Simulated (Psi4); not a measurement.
C$_{4}$H$_{10}$O$_{2}$, charge -1, doublet, at the geometry of the source list (a state made from the parent by changing its charge; the spin is typed, not shown lowest) (a gas-phase anion, which may not be bound at this level); B3LYP/6-31G* (Psi4 1.11).

Here is a job for Psi4.
```
memory 2 GB

molecule mol {
-1 2
C     2.713700    0.698600   -0.028000
O     1.441200    0.345400    0.442900
C     0.729000   -0.461000   -0.462000
C    -0.674200   -0.705200    0.074400
O    -1.477000    0.418400   -0.189000
C    -2.761100    0.311400    0.363700
H     3.333600   -0.190900   -0.204800
H     3.170800    1.313100    0.744300
H     2.650500    1.270100   -0.962500
H     1.245600   -1.427100   -0.591600
H     0.655500    0.032300   -1.442000
H    -1.103600   -1.596600   -0.413400
H    -0.615200   -0.891100    1.156600
H    -3.298600   -0.555900   -0.043400
H    -2.720200    0.214200    1.455800
H    -3.289900    1.224200    0.099100
}

set {
  basis 6-31g*
  reference uks
}

energy('b3lyp')
print_variables()
```

What the program printed (banner, timings and long lists left out):

```
   => Loading Basis Set <=

    Name: 6-31G*
    Role: ORBITAL
    Keyword: BASIS

         ---------------------------------------------------------
                                   SCF
               by Justin Turney, Rob Parrish, Andy Simmonett
                          and Daniel G. A. Smith
                              UKS Reference
         ---------------------------------------------------------

  ==> Geometry <==

    Molecular point group: c1
    Full point group: C1

    Geometry (in Angstrom), charge = -1, multiplicity = 2:

       Center              X                  Y                   Z               Mass
    ------------   -----------------  -----------------  -----------------  -----------------
         C            2.718752788204     0.590569934724    -0.063915376054    12.000000000000
         O            1.446252788204     0.237369934724     0.406984623946    15.994914619570
         C            0.734052788204    -0.569030065276    -0.497915376054    12.000000000000
         C           -0.669147211796    -0.813230065276     0.038484623946    12.000000000000
         O           -1.471947211796     0.310369934724    -0.224915376054    15.994914619570
         C           -2.756047211796     0.203369934724     0.327784623946    12.000000000000
         H            3.338652788204    -0.298930065276    -0.240715376054     1.007825032230
         H            3.175852788204     1.205069934724     0.708384623946     1.007825032230
         H            2.655552788204     1.162069934724    -0.998415376054     1.007825032230
         H            1.250652788204    -1.535130065276    -0.627515376054     1.007825032230
         H            0.660552788204    -0.075730065276    -1.477915376054     1.007825032230
         H           -1.098547211796    -1.704630065276    -0.449315376054     1.007825032230
         H           -0.610147211796    -0.999130065276     1.120684623946     1.007825032230
         H           -3.293547211796    -0.663930065276    -0.079315376054     1.007825032230
         H           -2.715147211796     0.106169934724     1.419884623946     1.007825032230
         H           -3.284847211796     1.116169934724     0.063184623946     1.007825032230

  Running in c1 symmetry.

  Rotational constants: A =      0.38252  B =      0.05019  C =      0.04775 [cm^-1]
  Rotational constants: A =  11467.71710  B =   1504.57729  C =   1431.49474 [MHz]
  Nuclear repulsion =  256.528333379074923

  Charge       = -1
[...]
      Ntotal   =   50.9999364117 ; deviation = -6.359e-05

   @Spin Contamination Metric:   1.012909351E-03
   @S^2 Expected:                7.500000000E-01
   @S^2 Observed:                7.510129094E-01
   @S   Expected:                5.000000000E-01
   @S   Observed:                5.000000000E-01

    Orbital Energies [Eh]
    ---------------------

    Alpha Occupied:

[...]
    Alpha Virtual:

[...]
    Beta Occupied:

[...]
      25A     -0.064622

    Beta Virtual:

[...]
     110A      4.657914

    Final Occupation by Irrep:
              A
    DOCC [    25 ]
    SOCC [     1 ]
    NA   [    26 ]
    NB   [    25 ]

  @DF-UKS Final Energy:  -308.69745520251263

   => Energetics <=

    Nuclear Repulsion Energy =            256.5283333790749225
    One-Electron Energy =                -936.8410972791856466
    Two-Electron Energy =                 406.3236982065821508
    DFT Exchange-Correlation Energy =     -34.7083895089841050
    Empirical Dispersion Energy =           0.0000000000000000
    VV10 Nonlocal Energy =                  0.0000000000000000
    Total Energy =                       -308.6974552025126286

  UHF NO Occupations:
  HONO-2 :   24  A 1.9998839
  HONO-1 :   25  A 1.9998790
  HONO-0 :   26  A 1.0000000
  LUNO+0 :   27  A 0.0001210
  LUNO+1 :   28  A 0.0001161
  LUNO+2 :   29  A 0.0000899
  LUNO+3 :   30  A 0.0000537

Computation Completed

Properties will be evaluated at   0.000000,   0.000000,   0.000000 [a0]

Properties computed using the SCF density matrix

 Multipole Moments:

 ------------------------------------------------------------------------------------
     Multipole            Electronic (a.u.)      Nuclear  (a.u.)        Total (a.u.)
 ------------------------------------------------------------------------------------

 L = 1.  Multiply by 2.5417464519 to convert [e a0] to [Debye]
 Dipole X            :         -0.0855146            0.0739628           -0.0115519
 Dipole Y            :          1.8193359           -1.5798172            0.2395187
 Dipole Z            :          0.6048167           -0.5250959            0.0797208
 Magnitude           :                                                    0.2527015

 ------------------------------------------------------------------------------------

  Variable Map:
  ----------------------------------------------------------------------------
[...]
  Array Variable Map:
  ----------------------------------------------------------------------------
[...]
[...]
```
